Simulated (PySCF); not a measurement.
Isomers of C7H12Ge, from PBE0-D3(BJ)/def2-SVP geometry optimisation, gas phase (PySCF 2.14.0). One conformer each, no zero-point energy, no frequencies.

**Question.** Which isomer lies lowest at this level?
A. `[CH3:1][CH2:2][CH2:3][GeH:4]1[CH:5]=[CH:6][CH:7]=[CH:8]1` with C1–C2–C3–Ge4 179°, C2–C3–Ge4–C5 -49°: A = 2417, B = 945.2, C = 861.1 MHz, dipole 0.65 D
B. `[CH:1]#[C:2][GeH:3]1[CH2:4][CH2:5][CH2:6][CH2:7][CH2:8]1` with C2–Ge3–C4–C5 -71°, Ge3–C4–C5–C6 -55°, C4–C5–C6–C7 67°, C5–C6–C7–C8 -67°: A = 2023, B = 1128, C = 1117 MHz, dipole 0.89 D
C. `[CH3:1][C:2]#[C:3][GeH:4]1[CH2:5][CH2:6][CH2:7][CH2:8]1` with C3–Ge4–C5–C6 130°, Ge4–C5–C6–C7 -37°, C5–C6–C7–C8 52°, C6–C7–C8–Ge4 -37°: A = 3002, B = 747.6, C = 736.8 MHz, dipole 0.88 D

**Answer.** A. That is `CC[CH2][GeH]1[CH]=CC=[CH]1`, 5.7 kcal/mol below the next.

```csv
SMILES,mapped SMILES,E (Eh),relative (kcal/mol),relative (kJ/mol),dipole (D)
CC[CH2][GeH]1[CH]=CC=[CH]1,[CH3:1][CH2:2][CH2:3][GeH:4]1[CH:5]=[CH:6][CH:7]=[CH:8]1,-2349.89615,0.0,0.0,0.65
CC#[C][GeH]1[CH2]CC[CH2]1,[CH3:1][C:2]#[C:3][GeH:4]1[CH2:5][CH2:6][CH2:7][CH2:8]1,-2349.88706,5.7,23.9,0.88
C#[C][GeH]1[CH2]CCC[CH2]1,[CH:1]#[C:2][GeH:3]1[CH2:4][CH2:5][CH2:6][CH2:7][CH2:8]1,-2349.88120,9.4,39.2,0.89
```

As drawn, the lowest has a C=C bond outside aromatic rings, which the highest lacks; the highest has a C≡C bond, which the lowest lacks.
